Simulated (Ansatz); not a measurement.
`CB([SeH])[SeH]` → `C[B][SeH]`• + `[SeH]`•  (homolysis of the B–Se bond)

Gas-phase electronic energies from Ansatz, PBE0-D4/def2-TZVP geometries. CBS: MP2 limit from def2 TZ/QZ plus the TZ coupled-cluster correction, frozen cores. Functionals use def2-TZVPP. B3LYP here is the variant with VWN-RPA as its local correlation; programs differ in this. No spin–orbit coupling; open shells (•) take unrestricted orbitals. For Se outer-core shells are correlated without core-valence functions, which leaves a few kJ/mol of doubt a bond. Scalar relativity is left out up to krypton. One conformer a species, not always the lowest.

| level | ΔE (kJ/mol) | difference from CCSD(T)/CBS |
| --- | --- | --- |
| PBE-D4 | 402.2 | -12.5 |
| r2SCAN-D4 | 388.0 | -26.7 |
| PBE0-D4 | 399.0 | -15.7 |
| B3LYP-D4 | 388.1 | -26.6 |
| ωB97X-V | 405.1 | -9.6 |
| ωB97M-V | 404.5 | -10.2 |
| B2PLYP | 390.2 | -24.5 |
| PBE | 392.1 | -22.6 |
| r2SCAN | 385.7 | -29.0 |
| PBE0 | 390.3 | -24.4 |
| B3LYP | 371.4 | -43.3 |
| HF/def2-TZVPP | 278.4 | -136.3 |
| MP2/def2-TZVPP | 424.1 | 9.4 |
| SCS-MP2/def2-TZVPP | 411.9 | -2.8 |
| CCSD/def2-TZVPP | 389.6 | -25.1 |
| CCSD(T)/def2-TZVPP | 402.3 | -12.4 |
| HF/def2-QZVPP | 276.5 | -138.2 |
| MP2/def2-QZVPP | 430.6 | 15.9 |
| SCS-MP2/def2-QZVPP | 418.6 | 3.9 |
| HF/CBS(def2) | 276.3 | -138.4 |
| MP2/CBS(def2) | 436.6 | 21.9 |
| CCSD/CBS(def2) | 402.1 | -12.6 |
| CCSD(T)/CBS | 414.7 | 0 |

Largest T1 diagnostic among the species: 0.014.

The D4 term adds +16.7 kJ/mol with B3LYP and +8.7 kJ/mol with PBE0; it sums over pairs of atoms, weighted by their polarisabilities, and B3LYP, whose exchange is more repulsive, gets the larger term. In def2-TZVPP, CCSD(T) changes the Hartree–Fock value by +123.9 kJ/mol (the triples alone add +12.7 kJ/mol) and MP2 by +145.7 kJ/mol; breaking electron pairs costs correlation energy, which Hartree–Fock lacks.
